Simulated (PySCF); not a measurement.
## Electric field gradients and quadrupole coupling constants

Compound: C₄H₄F₂O₂.
Cartesian coordinates in Å at the GFN2-xTB level; atoms count from 1:
```
atom  x, y, z in Å
O1     0.799    1.621    1.330
C2     0.708    0.642    0.670
C3     1.591   -0.143   -0.310
F4     2.719   -0.668    0.236
O5     0.576   -1.103   -0.465
C6    -0.347   -0.428    0.408
C7    -1.614    0.049   -0.292
F8    -1.304    0.960   -1.265
H9     1.878    0.355   -1.246
H10   -0.612   -1.042    1.275
H11   -2.114   -0.791   -0.785
H12   -2.279    0.547    0.420
```

Field gradients from the B3LYP/pcJ-1 density (PySCF, non-relativistic), principal values in atomic units, ordered |Vxx| ≤ |Vyy| ≤ |Vzz|:

| atom | Vxx | Vyy | Vzz |
| --- | --- | --- | --- |
| O1 | 0.3145 | 1.5351 | -1.8496 |
| O5 | 0.0794 | 1.7360 | -1.8154 |

Q: Find the asymmetry η = (Vxx − Vyy)/Vzz and the couplings χ = eQV/h (234.96 MHz × Q in barn × V in au), with Q(17O) = −0.0256 b.

A: 
```tsv
atom	environment	nucleus	η	χzz (MHz)	χxx (MHz)	χyy (MHz)
O1	ketone oxygen	17O	0.66	11.13	-1.89	-9.23
O5	cyclic ether oxygen	17O	0.91	10.92	-0.48	-10.44
```

At O5 η is above 0.9: Vyy and Vzz are nearly equal in size and opposite in sign, so a small change could swap them and flip the sign of χzz. The tensor is traceless: Vxx + Vyy + Vzz = 0.

Q: What is Vzz at O1 in SI units (1 au = 9.71736 × 10²¹ V/m²)?

A: -1.8496 au = -17.973 × 10²¹ V/m².

Q: What couplings would deuterons (Q(2H) = 0.00286 b) have in place of the hydrogens, at this geometry?

A: 
| atom | bonded to | bond length (Å) | Vzz (au) | η | χzz (kHz) |
| --- | --- | --- | --- | --- | --- |
| H9 | C3 | 1.098 | 0.2668 | 0.04 | 179 |
| H10 | C6 | 1.096 | 0.2781 | 0.04 | 187 |
| H11 | C7 | 1.094 | 0.2787 | 0.08 | 187 |
| H12 | C7 | 1.094 | 0.2778 | 0.08 | 187 |

The structure is a single GFN2-xTB conformer in the gas phase; no vibrational or solvent corrections. GFN2-xTB bond lengths can be off by several hundredths of an ångström, more for odd bonds, and the gradients follow them. The small basis limits the accuracy of the gradients.
